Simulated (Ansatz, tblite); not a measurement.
Adding an electron: the cluster Nb2O2⁺. Charge 1, multiplicity 2. Geometry: r2SCAN-D4/def2-TZVP. Ansatz, gas phase; energy differences of separate SCF runs; the reduced species is a singlet (the triplet lies 0.22 eV higher at PBE0-D4/def2-TZVP).

Cartesian coordinates in Å:
```
Nb 0.863 0.185 -1.246
Nb 0.770 0.051 1.317
O -0.870 -0.195 1.432
O -0.763 -0.041 -1.503
```

In the def2 sets Nb takes a core potential; there is no spin–orbit coupling. The xTB rows come from tblite. The structure comes from a short search, and lower isomers may exist.

```
              level  −HOMO (eV)  −LUMO (eV)  vertical EA (eV)  HOMO–LUMO gap (eV)                                                                             remarks
           GFN1-xTB           –           –             12.05                   –                                                                                   –
           GFN2-xTB           –           –             14.68                   –                                                                                   –
   PBE-D4/def2-TZVP        9.94        9.12              6.61                0.82                                              restricted singlet, untested (singlet)
r2SCAN-D4/def2-TZVP       10.06        8.71              6.45                1.34                                              restricted singlet, untested (singlet)
  PBE0-D4/def2-TZVP       10.75        8.22              6.46                2.53  restricted singlet, untested (singlet), spin-contaminated (⟨S²⟩ 0.95) (+1 doublet)
```

  HOMO and LUMO are the levels of the spin that leaves or enters (xTB has no such levels and no spin-polarisation term). Other spin states of the ions may lie lower, which would lower the ionisation energy or raise the affinity. Raw xTB energy differences between charge states are shifted by several eV; the methods need an empirical correction for them.
